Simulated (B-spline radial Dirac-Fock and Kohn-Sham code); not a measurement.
## Dipole and non-dipole photoemission parameters of Fe⁺ 2p3/2

System: iron as Fe⁺, configuration [Ar] 3d6 4s1; threshold 729.0 eV (orbital energy of the model). These are calculated numbers from a B-spline atomic structure program; the model is Dirac-Hartree-Slater photoionisation with a Latter tail; cross sections with all multipoles, angular parameters from the dipole term and its interference with E2.

For linearly polarised light dσ/dΩ = σ/(4π) [1 + β P₂(cos θ) + (δ + γ cos²θ) sin θ cos φ], with θ from the polarisation vector and φ the angle between the beam and the projection of the electron momentum on the plane normal to the polarisation.

| hν (eV) | σ (kb) | β | γ | δ |
| --- | --- | --- | --- | --- |
| 800 | 731 | 1.009 | -0.108 | 0.007 |
| 880 | 578 | 1.229 | -0.086 | 0.011 |
| 1180 | 275 | 1.447 | 0.105 | 0.020 |
| 1350 | 192 | 1.468 | 0.204 | 0.024 |
| 2000 | 63.7 | 1.428 | 0.492 | 0.036 |
| 2970 | ? | ? | ? | ? |
| 2984.4 | 19.3 | 1.304 | 0.771 | 0.057 |
| 4000 | 7.75 | 1.183 | 0.956 | 0.080 |
| 4230 | 6.49 | 1.157 | 0.990 | 0.085 |
| 4790 | 4.35 | 1.099 | 1.062 | 0.099 |
| 6000 | 2.08 | 0.989 | 1.181 | 0.127 |
| 7290 | 1.09 | 0.892 | 1.276 | 0.157 |
| 12000 | 0.195 | 0.644 | 1.478 | 0.256 |

Problem. Give the values at 2970 eV.

Solution. σ = 19.6 kb, β = 1.306, γ = 0.768, δ = 0.056.
